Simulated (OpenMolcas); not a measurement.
## Co2+ in KCdF3

Co2+ with its 6 nearest fluoride ions at 2.089 Å, on the Cd site of idealised cubic KCdF3 (a = 4.302 Å, distance in the model lattice 2.151 Å). The rest of the host is ab initio model potentials to 7.6 Å, with orthogonalisation functions on the cations behind the ligands, and point charges beyond; the distance is set by hand and nothing relaxes. Ligand basis ANO-RCC-VDZP.
```
Co    0.0000    0.0000    0.0000
F     2.0890    0.0000    0.0000
F     0.0000    2.0890    0.0000
F    -2.0890    0.0000    0.0000
F     0.0000   -2.0890    0.0000
F     0.0000    0.0000    2.0890
F     0.0000    0.0000   -2.0890
```

```yaml
Program: OpenMolcas
Method: CASSCF
Basis: ANO-RCC-VDZP [5s4p2d1f]
Scalar_Hamiltonian: DKH2, point nucleus
Active_space: 7 electrons in 5 orbitals (3d)
State_averaging: 2S+1 = 4 even, 10 roots; 2S+1 = 2 even, 40 roots
Spin-orbit_coupling: RASSI with atomic mean-field integrals over the reference wave functions
```

The lowest spin-free states (labels of O, the rotations of Oh), above the lowest:

| State | Degeneracy | E (cm-1) | Free-ion L (%) |
| --- | --- | --- | --- |
| 4T1 | 3 | 0.0 | F (98) |
| 4T2 | 3 | 5394 | F (100) |
| 4A2 | 1 | 11824 | F (100) |
| 2E | 2 | 15902 | G (63) |
| 2T1 | 3 | 20053 | G (75) |
| 2T2 | 3 | 20206 | G (88) |
| 4T1 | 3 | 22684 | P (98) |
| 2A1 | 1 | 23590 | G (100) |
| 2T1 | 3 | 25757 | P (67) |
| 2T2 | 3 | 28015 | H (69) |
| 2T1 | 3 | 28406 | H (82) |
| 2E | 2 | 30337 | H (71) |
| 2T2 | 3 | 33218 | D (71) |
| 2E | 2 | 33244 | D (59) |
| 2T1 | 3 | 33395 | H (63) |
| 2T2 | 3 | 46302 | F (97) |
| 2T1 | 3 | 46871 | F (95) |
| 2A2 | 1 | 47707 | F (100) |
| 2E | 2 | 71356 | D (100) |
| 2T2 | 3 | 71377 | D (97) |

The lowest levels with spin-orbit coupling:

```csv
E (cm-1),Degeneracy,Label,2S+1,g
0.0,2,Γ6,4,4.49 4.49 4.49
357.7,4,Γ8,4,
950.7,4,Γ8,4,
1059,2,Γ7,4,0.80 0.80 0.80
5958,2,Γ6,4,2.53 2.53 2.53
6022,4,Γ8,4,
6116,4,Γ8,4,
6309,2,Γ7,4,2.75 2.75 2.75
12559,4,Γ8,4,
16540,4,Γ8,2,
20360,4,Γ8,2,
21002,4,Γ8,2,
21005,2,Γ6,2,0.57 0.57 0.57
21240,2,Γ7,2,1.73 1.73 1.73
23097,2,Γ7,4,2.59 2.59 2.59
23101,4,Γ8,4,
23273,4,Γ8,4,
23705,2,Γ6,4,2.66 2.66 2.66
24209,2,Γ6,2,1.91 1.91 1.91
26431,4,Γ8,2,
```

Powder χT (cm3 K/mol): 1.91 at 2 K, 2 at 10 K, 2.41 at 50 K, 2.89 at 100 K, 3.47 at 200 K, 3.66 at 300 K. The effective moment at 300 K is 2.828 √(χT) = 5.41 μB.

The lowest level has 2S+1 = 4, for which the spin-only value is χT = S(S+1) / 2 = 1.875 cm3 K/mol (g = 2). The computed 3.655 at 300 K differs by +1.780, through orbital momentum, spin-orbit coupling and any other state in reach. With a threefold ground state the orbital momentum is unquenched, so the spin-only value is not expected to hold.

Metal share of the active 3d orbitals (Löwdin): 96, 96, 99, 99, 99 %; Mulliken charge of the metal 1.52.

A least-squares ligand-field fit to the states below 45000 cm-1, each weighted by its degeneracy and with a free common offset, gives 10Dq = 6122 cm-1, B = 1218 cm-1 and C = 4480 cm-1 (C/B = 3.68), with an rms deviation of 99 cm-1.

The same method and metal basis give the free ion B = 1230 cm-1 (fit to its terms below 60000 cm-1, rms deviation 20 cm-1), so the nephelauxetic ratio is β = 1218 / 1230 = 0.99; it hangs on how both fits weigh the states, and computed free-ion B values tend to be too large, so β mixes covalency with correlation.

An orbital triplet at a regular site is open to Jahn-Teller coupling, which can distort the site and quench the lowest spin-orbit gaps and is left out. Without dynamic correlation the repulsion within the d shell is too large (B by tens of per cent), so at a given field states of lower spin stand too high. Ligand-to-metal charge-transfer states are missing. With no ligand orbital active B as a rule stays too high, so bands that hang on it stand too high and its fall with covalency is understated. With metal d orbitals alone and no dynamic correlation 10Dq can be off by a tenth to a fifth, either way, in oxide and fluoride hosts. No measured value stands beside these numbers; the geometry was set by hand and not optimised.

The RASSCF and RASSI steps took 22 s on 1 thread of Arm Neoverse V1 (shared host); the integral step is not counted.
